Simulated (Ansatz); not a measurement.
Reaction (atomization): `SB[B]1[CH2][GeH2]1` → 2 B• + C• + Ge• + 6 H• + S•

Program: Ansatz. Geometries: PBE0-D4/def2-TZVP. ΔE: electronic, gas phase. CCSD(T)/CBS is the MP2 limit (def2-TZVPP, def2-QZVPP) plus CCSD(T) − MP2 in def2-TZVPP, frozen cores. This one scheme is used for every species, atoms too. For atomizations the MP2-based limit and the directly extrapolated one differ by several kJ/mol either way, and by 10 to 25 for some Ge, Se and Sn compounds, so smaller differences from it don't rank the levels. Functionals use def2-TZVPP. B3LYP here is the variant with VWN-RPA as its local correlation; programs differ in this. HSE06 is defined as in plane-wave codes. No spin–orbit coupling; open shells (•) take unrestricted orbitals. Spin–orbit coupling would lower the free atoms: a little for B, C, S; clearly for Ge. For Ge outer-core shells are correlated without core-valence functions, so the limit isn't a true one: a few kJ/mol of doubt a bond, and 10 to 20 or more in all where bonds break to atoms. Scalar relativity is left out up to krypton. One conformer a species, not always the lowest.

```csv
level,ΔE (kJ/mol),difference from CCSD(T)/CBS
LDA (SPW92),4241.4,566.4
PBE-D4,3776.2,101.2
revPBE-D4,3685.2,10.2
BLYP-D4,3672.8,-2.2
r2SCAN-D4,3742.5,67.5
B97M-V,3758.1,83.1
PBE0-D4,3723.1,48.1
B3LYP-D4,3689.2,14.2
r2SCANh-D4,3720.4,45.4
r2SCAN0-D4,3689.4,14.4
HSE06-D4,3725.5,50.5
BHLYP-D4,3601.4,-73.6
CAM-B3LYP-D4,3689.4,14.4
ωB97X-V,3698.4,23.4
ωB97M-V,3695.5,20.5
B2PLYP,3646.6,-28.4
PBE-QIDH,3691.2,16.2
PBE,3751.5,76.5
revPBE,3616.1,-58.9
BLYP,3619.3,-55.7
PBE0,3702.0,27.0
B3LYP,3649.1,-25.9
r2SCANh,3713.8,38.8
r2SCAN0,3682.1,7.1
HSE06,3705.6,30.6
BHLYP,3568.8,-106.2
CAM-B3LYP,3667.6,-7.4
LC-ωPBE,3661.9,-13.1
HF/def2-SVP,2753.8,-921.2
MP2/def2-SVP,3527.4,-147.6
CCSD/def2-SVP,3437.7,-237.3
CCSD(T)/def2-SVP,3487.3,-187.7
HF/def2-TZVPP,2719.8,-955.2
MP2/def2-TZVPP,3643.9,-31.1
CCSD/def2-TZVPP,3529.3,-145.7
HF/def2-QZVPP,2719.9,-955.1
MP2/def2-QZVPP,3690.3,15.3
SCS-MP2/def2-QZVPP,3667.8,-7.2
MP2/CBS(def2),3724.7,49.7
CCSD/CBS(def2),3610.1,-64.9
CCSD(T)/CBS,3675.0,0
```

Largest T1 diagnostic among the species: 0.014.

Leaving LDA and LC-ωPBE aside and taking each functional with its dispersion term where it has one, the values spread over 174.8 kJ/mol, from BHLYP-D4 to PBE-D4. LDA lies +489.9 kJ/mol from PBE without D4, its usual overbinding. In def2-TZVPP, CCSD(T) changes the Hartree–Fock value by +874.5 kJ/mol (the triples alone add +64.9 kJ/mol) and MP2 by +924.1 kJ/mol; breaking electron pairs costs correlation energy, which Hartree–Fock lacks. The D4 term adds +40.1 kJ/mol with B3LYP and +21.1 kJ/mol with PBE0; it sums over pairs of atoms, weighted by their polarisabilities, and B3LYP, whose exchange is more repulsive, gets the larger term.
